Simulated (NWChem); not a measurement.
The numbers come from NWChem runs, not from measurements. System: C2H4O2Si, charge 0, spin multiplicity 1, at a geometry optimised with B3LYP/def2-SVP. The structure started from a generated list of species. Level: BP86/def2-TZVP.

The NWChem input:

```
start mol
memory heap 200 mb stack 800 mb global 1000 mb
geometry units angstroms nocenter noautoz
  O     -1.950269    -0.710296     0.000000
  C     -0.854987    -0.245047     0.000000
  O     -0.587631     1.109988     0.000000
  C      0.869589     1.208038     0.000000
  Si     1.043395    -0.698765     0.000000
  H      1.209024     1.748891    -0.896757
  H      1.209024     1.748891     0.896757
  H      1.595003    -1.345275     1.221755
  H      1.595003    -1.345275    -1.221755
  symmetry group Cs
end
basis spherical
  * library def2-tzvp
end
dft
  xc becke88 perdew86
  semidirect memsize 60000000 filesize 0
  iterations 100
end
task dft energy
```

Part of the output:

```
             Northwest Computational Chemistry Package (NWChem) 7.3.0
             --------------------------------------------------------

                                NWChem Input Module
                                -------------------

 Scaling coordinates for geometry "geometry" by  1.889725989
 (inverse scale =  0.529177249)

 Turning off AUTOSYM since
 SYMMETRY directive was detected!

                             Geometry "geometry" -> ""
                             -------------------------

 Output coordinates in angstroms (scale by  1.889725989 to convert to a.u.)

  No.       Tag          Charge          X              Y              Z
 ---- ---------------- ---------- -------------- -------------- --------------
    1 O                    8.0000    -1.95026900    -0.71029600     0.00000000
    2 C                    6.0000    -0.85498700    -0.24504700     0.00000000
    3 O                    8.0000    -0.58763100     1.10998800     0.00000000
    4 C                    6.0000     0.86958900     1.20803800     0.00000000
    5 Si                  14.0000     1.04339500    -0.69876500     0.00000000
    6 H                    1.0000     1.20902400     1.74889100    -0.89675700
    7 H                    1.0000     1.20902400     1.74889100     0.89675700
    8 H                    1.0000     1.59500300    -1.34527500     1.22175500
    9 H                    1.0000     1.59500300    -1.34527500    -1.22175500

 Effective nuclear repulsion energy (a.u.)     217.7261266339

            Nuclear Dipole moment (a.u.)
            ----------------------------
        X                 Y               Z
 ---------------- ---------------- ----------------
    -0.0000075589     0.0000075589     0.0000000000

      Symmetry information
      --------------------

 Group name             Cs
 Group number              2
 Group order               2
 No. of unique centers     7

      Symmetry unique atoms

     1    2    3    4    5    6    8


 Summary of "ao basis" -> "" (spherical)
 ------------------------------------------------------------------------------
[...]
     9     -0.149165  1 O  px                35      0.146088  2 C  s

 Vector   24  Occ=0.000000D+00  E=-7.316491D-02  Symmetry=a"
              MO Center= -5.2D-01, -3.4D-01,  1.2D-15, r^2= 2.8D+00
   Bfn.  Coefficient  Atom+Function         Bfn.  Coefficient  Atom+Function
  ----- ------------  ---------------      ----- ------------  ---------------
   144      0.375979  5 Si pz                42      0.339327  2 C  pz
   176     -0.337829  8 H  s                182      0.337829  9 H  s
    39      0.301660  2 C  pz                 8     -0.263752  1 O  pz
    14     -0.252295  1 O  pz                11     -0.219804  1 O  pz
    45      0.200963  2 C  pz                70     -0.198299  3 O  pz

 Vector   25  Occ=0.000000D+00  E=-5.739789D-02  Symmetry=a'
              MO Center=  1.2D+00, -7.4D-01, -1.2D-14, r^2= 3.8D+00
   Bfn.  Coefficient  Atom+Function         Bfn.  Coefficient  Atom+Function
  ----- ------------  ---------------      ----- ------------  ---------------
    98     -0.780718  4 C  s                 36      0.761387  2 C  s
   142      0.721173  5 Si px               143      0.562907  5 Si py
   139      0.294478  5 Si px               106      0.259502  4 C  py
   140      0.252239  5 Si py                43      0.246469  2 C  px
    35      0.178233  2 C  s                164      0.137808  6 H  s

 Vector   26  Occ=0.000000D+00  E=-1.033252D-02  Symmetry=a'
              MO Center=  1.1D+00, -4.0D-01,  6.4D-14, r^2= 4.9D+00
   Bfn.  Coefficient  Atom+Function         Bfn.  Coefficient  Atom+Function
  ----- ------------  ---------------      ----- ------------  ---------------
    98      0.976620  4 C  s                143     -0.942615  5 Si py
   176     -0.823523  8 H  s                182     -0.823523  9 H  s
   142      0.743256  5 Si px               164     -0.488729  6 H  s
   170     -0.488729  7 H  s                105      0.462871  4 C  px
    36      0.338222  2 C  s                 67      0.337198  3 O  s

------------------------------------------------------------
EAF file 0: "./mol.aoints.0" size=524288 bytes
------------------------------------------------------------
               write      read    awrite     aread      wait
               -----      ----    ------     -----      ----
     calls:        1        10         0         0         0
   data(b): 5.24e+05  5.24e+06  0.00e+00  0.00e+00
   time(s): 0.00e+00  0.00e+00  0.00e+00  0.00e+00  0.00e+00
rate(mb/s): 0.00e+00  0.00e+00
------------------------------------------------------------

 center of mass
 --------------
 x =  -0.11972822 y =  -0.01689670 z =   0.00000000

 moments of inertia (a.u.)
 ------------------
         264.635363858192         -22.618891585436           0.000000000000
         -22.618891585436         453.579729612074           0.000000000000
           0.000000000000           0.000000000000         685.149447495710

     Multipole analysis of the density
     ---------------------------------

     L   x y z        total         alpha         beta         nuclear
     -   - - -        -----         -----         ----         -------
     0   0 0 0     -0.000000    -23.000000    -23.000000     46.000000

     1   1 0 0      1.552114      0.776061      0.776061     -0.000008
     1   0 1 0      0.154777      0.077385      0.077385      0.000008
     1   0 0 1      0.000000      0.000000      0.000000      0.000000

     2   2 0 0    -30.494155   -131.961909   -131.961909    233.429663
     2   1 1 0      0.011754     -5.626275     -5.626275     11.264305
     2   1 0 1     -0.000000     -0.000000     -0.000000      0.000000
     2   0 2 0    -27.113381    -84.231192    -84.231192    141.349002
     2   0 1 1     -0.000000     -0.000000     -0.000000      0.000000
     2   0 0 2    -26.328718    -21.366588    -21.366588     16.404458

 Task  times  cpu:       26.4s     wall:       26.4s

 Total times  cpu:       26.5s     wall:       26.5s
```
